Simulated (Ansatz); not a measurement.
A structure relaxed at PBE-D4/def2-SVP in Ansatz, charge 1, doublet:

```xyz
4

Ba    1.4938    0.4121   -1.7448
Ba   -1.4935   -0.4351    1.7395
S    -1.2210    0.2269   -0.9916
S     1.2207   -0.2039    0.9969
```

Q: Give its formula and point group.

A: Ba2S2⁺ (the lowest doublet isomer of a short search). Point group D2h (tolerance 0.1 Å).

Q: Summarise the bond lengths by kind (pairs closer than 1.2 times the sum of covalent radii, bridged metal pairs left out).

A: 4 × Ba–S 2.82 Å.

In the def2 sets Ba takes a core potential; there is no spin–orbit coupling. The structure comes from a short search, and lower isomers may exist.
